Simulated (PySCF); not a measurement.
C8H15PS.
Atom-mapped SMILES: `[CH2:1]=[CH:2][P@:3](=[S:4])([CH:5]([CH3:6])[CH3:7])[CH:8]1[CH2:9][CH2:10]1` (hydrogens: H11, H12 on C1; H13 on C2; H14 on C5; H15, H16, H17 on C6; H18, H19, H20 on C7; H21 on C8; H22, H23 on C9; H24, H25 on C10)

Geometry (PBE0-D3(BJ)/def2-SVP, Å), atoms numbered from 1 in this order:
```xyz
25
C8H15PS angstrom
C     -1.3339    2.9797   -0.5559
C     -0.9542    1.7474   -0.8946
P     -0.4617    0.5431    0.3738
S     -0.4738    1.2369    2.2018
C      1.1947   -0.0445   -0.2009
C      1.6501   -1.2291    0.6428
C      2.1898    1.1081   -0.1551
C     -1.5772   -0.8673    0.1315
C     -2.0371   -1.3256   -1.2261
C     -2.9990   -0.6538   -0.2987
H     -1.3592    3.2685    0.5019
H     -1.6172    3.7217   -1.3084
H     -0.9028    1.4359   -1.9451
H      1.0392   -0.3695   -1.2466
H      2.6585   -1.5479    0.3361
H      1.6854   -0.9456    1.7063
H      0.9798   -2.0955    0.5398
H      2.2662    1.4982    0.8716
H      1.8873    1.9406   -0.8079
H      3.1866    0.7650   -0.4753
H     -1.4057   -1.6327    0.8947
H     -2.1261   -2.4037   -1.3842
H     -1.7019   -0.7769   -2.1109
H     -3.3098    0.3688   -0.5313
H     -3.7658   -1.2593    0.1906
```

All values: PBE0/pcSseg-1 (PySCF, non-relativistic), on one gas-phase PBE0-D3(BJ)/def2-SVP geometry that isn't relaxed in the solvent. The solvent is an IEF-PCM continuum (cavity from Bondi-type radii × 1.2). Only the electrostatic response of the medium enters.

```csv
run,E − E(gas) (kcal/mol),HOMO (eV),HOMO–LUMO gap (eV),dipole (D)
gas,0.00,-6.21,5.41,4.60
P,-6.00,-6.55,5.86,6.19
Q,-8.65,-6.73,6.05,7.01
```

The runs were made in acetonitrile and chloroform. Which run belongs to which solvent?

P = chloroform, Q = acetonitrile. The dielectric constants are 4.711 (chloroform), 35.69 (acetonitrile), and the energy falls further as ε rises. In this model the ground state sees the solvent through ε alone.

How constant is the ratio of the lowering to (ε − 1)/(2ε + 1)?

```
     solvent  (ε − 1)/(2ε + 1)  E − E(gas) (kcal/mol)  ratio (kcal/mol)  polarisation term (kcal/mol)
  chloroform             0.356                  -6.00             -16.9                         -7.23
acetonitrile             0.479                  -8.65             -18.1                        -11.36
```

The ratio changes by +7.1 % in size from chloroform to acetonitrile. The polarisation term is half the interaction of the solute with the induced surface charges.

Hardware: an Intel Xeon Platinum 8488C with one thread, no GPU, shared host with 192 logical CPUs at a one-minute load of 67. Cost: 77 s wall, 1.4 GiB resident at most. This is the whole shielding run at PBE0/pcSseg-1 in acetonitrile, SCF included.
